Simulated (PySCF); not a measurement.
# Two-component Hartree-Fock for K (potassium, neutral)

Start: [Ar] 3d1; 3d5/2 filled at m_j = +5/2. Calculated with PySCF 2.14 in x2c-TZVPall-2c with one added diffuse shell each of s, p, d type (7s7p4d, 48 functions): generalised Hartree-Fock with the X2C-1e Hamiltonian and a Gaussian nucleus; one run each with spin-orbit coupling (SO) switched off, then screened by Boettger's factors. This is a chosen level, not necessarily the ground level.

```
spinor shell  electrons  ε, spin-free (eV)  ε, screened SO (eV)  weight of nominal j (screened SO)  rms radius, screened SO (bohr)
       1s1/2          2            -3652.3              -3652.3                              1.000                          0.0937
       2s1/2          2            -399.64              -399.63                              1.000                           0.418
       2p1/2          2            -315.92              -317.94                              1.000                           0.386
       2p3/2          4            -315.92              -314.92                              1.000                           0.388
       3s1/2          2            -50.199              -50.198                              1.000                            1.37
       3p1/2          2            -28.254              -28.452                              0.995                            1.55
       3p3/2          4            -28.254              -28.155                              0.997                            1.56
       3d5/2          1             -1.534               -1.535                              1.000                            9.36
```

```
   quantity   spin-free  screened SO
E (hartree)  -601.35725   -601.35959
        M_J         5/2          5/2
       ⟨J²⟩       8.750        8.750
       ⟨L²⟩       6.000        6.000
       ⟨S²⟩       0.750        0.750
```

Without spin-orbit coupling the j labels of p, d and f shells carry no meaning; the spin-free column gives the mean over the occupied spinors of each nl shell.
